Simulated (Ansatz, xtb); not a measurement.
## Two isomers of CH6BFGe

Structure X is `[CH3][GeH2][BH]F`, a singlet and structure Y is `C[B](F)[GeH3]`, a singlet. Both are isolated molecules in the gas phase, relaxed with PBE0-D3(BJ)/def2-SVP; the shapes shown needn't be the lowest conformers.

X (Å):

```csv
atom,x (Å),y (Å),z (Å)
C,-3.5040,0.5018,-0.5579
B,-1.3367,-0.0850,1.9472
F,-0.7574,1.0597,1.6277
Ge,-2.9916,-0.7366,0.8691
H,-4.3786,0.1256,-1.1071
H,-3.7512,1.4863,-0.1354
H,-2.6727,0.6295,-1.2662
H,-4.1792,-0.9379,1.8395
H,-2.6866,-2.1294,0.2694
H,-0.8477,-0.6959,2.8765
```

Y (Å):

| atom | x (Å) | y (Å) | z (Å) |
| --- | --- | --- | --- |
| C | -1.6333 | 1.1327 | 1.1717 |
| B | -0.1443 | 1.1380 | 0.7073 |
| F | 0.7861 | 1.6439 | 1.5109 |
| Ge | 0.4972 | 0.4056 | -1.1396 |
| H | -1.7589 | 1.3474 | 2.2434 |
| H | -2.1418 | 0.1900 | 0.9146 |
| H | -2.1610 | 1.9178 | 0.5982 |
| H | -0.6603 | 0.3189 | -2.1558 |
| H | 1.0566 | -1.0244 | -0.9740 |
| H | 1.6175 | 1.2636 | -1.7595 |

Quicker runs give these differences E(Y) − E(X): GFN2-xTB −0.105 eV; HF/STO-3G −0.224 eV (at GFN2-xTB geometries); r2SCAN-D4/def2-SVP −0.438 eV (at GFN2-xTB geometries).

Q: Estimate E(Y) − E(X) at the level CCSD(T)/def2-SVP + ΔMP2/def2-TZVPP.

A: Calculated at CCSD(T)/def2-SVP + ΔMP2/def2-TZVPP: E(Y) − E(X) = −0.294 eV, so structure Y lies lower.

The same difference at several levels:

| level | geometry | E(Y) − E(X) (eV) | departure from the last row (eV) | job, with rough time for the two |
| --- | --- | --- | --- | --- |
| GFN2-xTB | GFN2-xTB | −0.105 | +0.189 | optimisation, 2.4 s |
| HF/STO-3G | GFN2-xTB | −0.224 | +0.070 | single point, 2.5 s |
| r2SCAN-D4/def2-SVP | GFN2-xTB | −0.438 | −0.144 | single point, 11 s |
| PBE0-D3(BJ)/def2-SVP | PBE0-D3(BJ)/def2-SVP | −0.440 | −0.146 | optimisation, 7.9 min |
| HF/def2-SVP | PBE0-D3(BJ)/def2-SVP | −0.384 | −0.091 | part of the CCSD(T) run |
| MP2/def2-SVP | PBE0-D3(BJ)/def2-SVP | −0.386 | −0.092 | part of the CCSD(T) run |
| CCSD(T)/def2-SVP | PBE0-D3(BJ)/def2-SVP | −0.399 | −0.106 | single point |
| CCSD(T)/def2-SVP + ΔMP2/def2-TZVPP | PBE0-D3(BJ)/def2-SVP | −0.294 |  | single point, 73 s |

As drawn, Y has 1 C–B, 1 Ge–H in place of 1 C–Ge, 1 B–H.

None of the levels shown reverses the order. The largest departure from CCSD(T)/def2-SVP + ΔMP2/def2-TZVPP is that of GFN2-xTB, 0.189 eV. The last row adds to CCSD(T) the change of the MP2 difference between the two basis sets, here +0.106 eV.

With harmonic frequencies from PBE0-D3(BJ)/def2-SVP (ideal gas, rigid rotor, one conformer each, 298.15 K, 1 atm): on the last row, ΔE + ΔZPE = −0.332 eV. A mode under 50 cm⁻¹ makes harmonic enthalpies and free energies unreliable, so none is given.

The correlated steps freeze 12 core orbitals; the filled d shell of Ge is correlated, in a basis made for valence electrons. Run with Ansatz 0.2.0, xtb 6.7.1; the last row on 2 threads of Intel(R) Xeon(R) Processor @ 2.50GHz (Skylake/Cascade Lake) on a shared host.
